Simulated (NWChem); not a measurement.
System: ZnSH, doublet; SMILES [SH][Zn]

```xyz
3

Zn    -0.0123     0.8136     0.0000
S     -0.0574    -1.4273     0.0000
H      1.2883    -1.5727     0.0000
```
Atoms are numbered in this order, from 1.

Results from NWChem. Spin-unrestricted. In the optimisation the excess spin sits in a' (Cs, its own frame). Structure relaxed at the B3LYP/6-31G* (spherical d), spin-unrestricted level. This spin state was assumed; another may lie lower. No stability test was run on the SCF state. B3LYP is NWChem's, with the RPA form of VWN correlation. Vertical excitations in the gas phase; the lowest state need not have the same character in each row. Excited states of an open shell can be spin-contaminated.

```json
[
 {"level": "PBE/def2-SVP, TDA", "lowest excitation (eV)": "1.78", "oscillator strength of that lowest state": "0.002", "lowest state with f > 0.02 (eV)": "3.98", "oscillator strength of that bright state": "0.101", "lowest empty minus highest occupied level, either spin (eV)": "1.02"},
 {"level": "B3LYP/def2-SVP, TDA", "lowest excitation (eV)": "1.90", "oscillator strength of that lowest state": "0.002", "lowest state with f > 0.02 (eV)": "3.99", "oscillator strength of that bright state": "0.119", "lowest empty minus highest occupied level, either spin (eV)": "2.22"},
 {"level": "BHandHLYP/def2-SVP, TDA", "lowest excitation (eV)": "2.43", "oscillator strength of that lowest state": "0.002", "lowest state with f > 0.02 (eV)": "4.16", "oscillator strength of that bright state": "0.126", "lowest empty minus highest occupied level, either spin (eV)": "4.26"},
 {"level": "UHF/def2-SVP, CIS", "lowest excitation (eV)": "3.87", "oscillator strength of that lowest state": "0.002", "lowest state with f > 0.02 (eV)": "4.78", "oscillator strength of that bright state": "0.093", "lowest empty minus highest occupied level, either spin (eV)": "8.24"}
]
```
